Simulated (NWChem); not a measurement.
System: ZrH3Cl; SMILES [Cl][ZrH3]

Input file for NWChem:

```
start job
memory heap 200 mb stack 900 mb global 1100 mb
geometry units angstroms noautosym nocenter noautoz
  Zr     0.000000     0.000000    -0.556731
  Cl     0.000000     0.000000     1.762224
  H      0.751822     1.570580    -1.154558
  H      0.984251    -1.436387    -1.154558
  H     -1.736073    -0.134193    -1.154558
end
basis spherical
  * library def2-svp
end
ecp
  Zr library def2-ecp
end
dft
  xc xpbe96 cpbe96
  iterations 150
end
tddft
  nroots 8
  notriplet
end
task tddft energy
```

Excerpt of the output:

```
             Northwest Computational Chemistry Package (NWChem) 7.3.0
             --------------------------------------------------------

                             Geometry "geometry" -> ""
                             -------------------------

 Output coordinates in angstroms (scale by  1.889725989 to convert to a.u.)

  No.       Tag          Charge          X              Y              Z
 ---- ---------------- ---------- -------------- -------------- --------------
    1 Zr                  40.0000     0.00000000     0.00000000    -0.55673100
    2 Cl                  17.0000     0.00000000     0.00000000     1.76222400
    3 H                    1.0000     0.75182200     1.57058000    -1.15455800
    4 H                    1.0000     0.98425100    -1.43638700    -1.15455800
    5 H                    1.0000    -1.73607300    -0.13419300    -1.15455800

 Effective nuclear repulsion energy (a.u.)     198.1370715858

 Summary of "ao basis" -> "ao basis" (spherical)
 ------------------------------------------------------------------------------
       Tag                 Description            Shells   Functions and Types
 ---------------- ------------------------------  ------  ---------------------
 Zr                         def2-svp                11       31   5s3p2d1f
 Cl                         def2-svp                 8       18   4s3p1d
 H                          def2-svp                 3        5   2s1p

            General Information
            -------------------
          SCF calculation type: DFT
          Wavefunction type:  closed shell.
          No. of atoms     :     5
          No. of electrons :    32
           Alpha electrons :    16
            Beta electrons :    16
          Charge           :     0
          Spin multiplicity:     1
          Use of symmetry is: off; symmetry adaption is: off
          Maximum number of iterations: 150
          AO basis - number of functions:    64
                     number of shells:    28
          Convergence on energy requested:  1.00D-06
          Convergence on density requested:  1.00D-05
          Convergence on gradient requested:  5.00D-04

              XC Information
              --------------
          PerdewBurkeErnzerhof Exchange Functional  1.000
            Perdew 1991 LDA Correlation Functional  1.000 local
           PerdewBurkeErnz. Correlation Functional  1.000 non-local

             Grid Information
             ----------------
          Grid used for XC integration:  medium
          Radial quadrature: Mura-Knowles
          Angular quadrature: Lebedev.
          Tag              B.-S. Rad. Rad. Pts. Rad. Cut. Ang. Pts.
          ---              ---------- --------- --------- ---------
          Zr                  1.55      123          10.0       590
          Cl                  1.00       88          10.0       590
          H                   0.35       45           9.0       434
          Grid pruning is: on
          Number of quadrature shells:   346
          Spatial weights used:  Erf1

      Superposition of Atomic Density Guess
      -------------------------------------

 Sum of atomic energies:        -514.32084090

      Non-variational initial energy
      ------------------------------

 Total energy =    -507.095811
 1-e energy   =    -843.784875
 2-e energy   =     271.318199
 HOMO         =      -0.320481
 LUMO         =      -0.008513

[...]

                                NWChem TDDFT Module
                                -------------------

            General Information
            -------------------
           No. of orbitals :     128
            Alpha orbitals :      64
             Beta orbitals :      64
        Alpha frozen cores :       0
         Beta frozen cores :       0
     Alpha frozen virtuals :       0
      Beta frozen virtuals :       0
         Spin multiplicity :       1
    Number of AO functions :      64
        Use of symmetry is : off
      Symmetry adaption is : off
         Schwarz screening :  0.10D-07

              XC Information
              --------------
   PerdewBurkeErnzerhof Exchange Functional   1.00
     Perdew 1991 LDA Correlation Functional   1.00 local
    PerdewBurkeErnz. Correlation Functional   1.00 non-local

             TDDFT Information
             -----------------
          Calculation type : TDDFT
         Wavefunction type : Restricted singlets
          No. of electrons :      32
           Alpha electrons :      16
            Beta electrons :      16
              No. of roots :       8
          Max subspacesize :    5600
            Max iterations :     100
               Target root :       1
           Target symmetry : none
      Symmetry restriction : off
                 Algorithm : Optimal
        Davidson threshold :  0.10D-03

    8 smallest eigenvalue differences (eV)
--------------------------------------------------------
  No. Spin  Occ  Vir  Irrep   E(Occ)    E(Vir)   E(Diff)
--------------------------------------------------------
    1    1   16   17 a        -0.267    -0.128     3.787
    2    1   15   17 a        -0.267    -0.128     3.787
    3    1   16   18 a        -0.267    -0.128     3.787
    4    1   15   18 a        -0.267    -0.128     3.787
    5    1   14   17 a        -0.288    -0.128     4.351
    6    1   14   18 a        -0.288    -0.128     4.351
    7    1   16   19 a        -0.267    -0.096     4.662
    8    1   15   19 a        -0.267    -0.096     4.662
--------------------------------------------------------

  Entering Davidson iterations
  Restricted singlet excited states

  Iter   NTrls   NConv    DeltaV     DeltaE      Time
  ----  ------  ------  ---------  ---------  ---------
    1      8       0     0.12E+00   0.10+100        2.6
    2     16       0     0.65E-01   0.44E-02        2.6
    3     32       0     0.26E-01   0.11E-02        4.2
    4     48       0     0.91E-02   0.24E-03        4.2
    5     64       1     0.28E-02   0.43E-04        4.2
    6     78       5     0.75E-03   0.54E-05        3.8
    7     84       7     0.22E-03   0.41E-06        2.2
    8     86       8     0.77E-04   0.35E-07        1.5
  ----  ------  ------  ---------  ---------  ---------
  Convergence criterion met

  Ground state a        -508.721423817727 a.u.

  ----------------------------------------------------------------------------
  Root   1 singlet a              0.138707565 a.u.                3.7744 eV
  ----------------------------------------------------------------------------
     Transition Moments    X -0.00000   Y -0.00000   Z -0.00000
     Dipole Oscillator Strength                    0.0000000000
     Electric Quadrupole                           0.0000000000
     Magnetic Dipole                               0.0000068928
     Total Oscillator Strength                     0.0000068928

     Occ.   15  a   ---  Virt.   17  a   -0.47160 X
     Occ.   15  a   ---  Virt.   18  a    0.52654 X
     Occ.   16  a   ---  Virt.   17  a    0.52650 X
     Occ.   16  a   ---  Virt.   18  a    0.47155 X
  ----------------------------------------------------------------------------
  Root   2 singlet a              0.141692816 a.u.                3.8557 eV
  ----------------------------------------------------------------------------
     Transition Moments    X  0.01027   Y -0.00993   Z -0.00000
     Dipole Oscillator Strength                    0.0000192857
     Electric Quadrupole                           0.0000000171
     Magnetic Dipole                               0.0000025233
     Total Oscillator Strength                     0.0000218261

     Occ.   14  a   ---  Virt.   17  a   -0.09730 X
     Occ.   14  a   ---  Virt.   18  a   -0.08317 X
     Occ.   15  a   ---  Virt.   17  a    0.69829 X
     Occ.   15  a   ---  Virt.   18  a    0.05594 X
     Occ.   16  a   ---  Virt.   17  a   -0.05590 X
     Occ.   16  a   ---  Virt.   18  a    0.69832 X
  ----------------------------------------------------------------------------
  Root   3 singlet a              0.141693046 a.u.                3.8557 eV
  ----------------------------------------------------------------------------
     Transition Moments    X  0.00993   Y  0.01027   Z -0.00000
     Dipole Oscillator Strength                    0.0000192925
     Electric Quadrupole                           0.0000000171
     Magnetic Dipole                               0.0000025233
     Total Oscillator Strength                     0.0000218329

     Occ.   14  a   ---  Virt.   17  a    0.08316 X
     Occ.   14  a   ---  Virt.   18  a   -0.09731 X
     Occ.   15  a   ---  Virt.   17  a    0.05591 X
     Occ.   15  a   ---  Virt.   18  a   -0.69828 X
     Occ.   16  a   ---  Virt.   17  a    0.69832 X
     Occ.   16  a   ---  Virt.   18  a    0.05593 X
  ----------------------------------------------------------------------------
  Root   4 singlet a              0.147867581 a.u.                4.0237 eV
  ----------------------------------------------------------------------------
     Transition Moments    X  0.00000   Y  0.00000   Z  0.19835
     Dipole Oscillator Strength                    0.0038782213
     Electric Quadrupole                           0.0000000223
     Magnetic Dipole                               0.0000000000
     Total Oscillator Strength                     0.0038782436

[...]
```

Level: PBE/def2-SVP with def2 effective core potentials on Zr, full TDDFT. Coordinates come from a PBE0/def2-SVP optimisation. def2 effective core potentials on Zr; no spin-orbit coupling.
